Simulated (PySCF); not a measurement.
HfF3, SMILES [F][Hf]([F])[F] (connectivity only; charge and spin as stated), neutral, multiplicity 2. Atoms are numbered in the order given.

```xyz
4

Hf     0.0000     0.0000     0.0000
F      1.9126     0.0000     0.0000
F     -0.9563    -1.6564     0.0000
F     -0.9563     1.6564     0.0000
```
Charge 0, spin multiplicity 2.

Geometry: B3LYP-D3(BJ)/def2-TZVP. The spin state was assumed, not searched. The isomer is the one that the SMILES or the coordinates give; other isomers of the formula were not compared. The def2 effective core potentials stand for the cores of Hf; spin–orbit coupling is left out.

These are PySCF with B3LYP/def2-TZVPD values and carry that method's errors.

Mulliken values depend strongly on the basis, most of all with diffuse functions as here. ESP charges are fitted to the potential on shells at 1.4 to 2.0 van der Waals radii. Atomic charges (e):

```
atom  ESP fit  Mulliken  Mulliken spin
----  -------  --------  -------------
Hf1       [?]      1.56           0.99
F2        [?]     -0.52           0.00
F3        [?]     -0.52           0.00
F4        [?]     -0.52           0.00
```

Q: What belongs in the gaps? (The exact figures need the calculation; the answer reports its results.)

A: 
- Hf1, ESP fit: 1.05
- F2, ESP fit: -0.35
- F3, ESP fit: -0.35
- F4, ESP fit: -0.35
